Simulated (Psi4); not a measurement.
Pair of molecules, SMILES O with SMILES P (the first has 3 atoms); geometry from B3LYP-D3(BJ)/def2-TZVP, rigid monomers moved along the line of their centres of mass till H2···P4 is 2.97 Å.
(charge 0, multiplicity 1):
| atom | x (Å) | y (Å) | z (Å) |
|---|---|---|---|
| O | 0.2632 | -0.0779 | -0.5425 |
| H | 0.1242 | 0.0001 | 0.4118 |
| H | 1.1449 | 0.2748 | -0.6984 |
| P | -0.5480 | 0.1622 | 3.3004 |
| H | 0.0878 | -0.5549 | 4.3428 |
| H | -0.6754 | 1.3575 | 4.0487 |
| H | -1.8455 | -0.3069 | 3.6167 |

Calculation: SAPT0/jun-cc-pV(D+d)Z in Psi4.

**Question.** Give the four SAPT terms and the total, and say what mostly holds the pair together.

**Answer.** electrostatics -115.4, exchange 72.0, induction -25.1, dispersion -26.0, total -94.5 meV; the largest attraction is electrostatics.
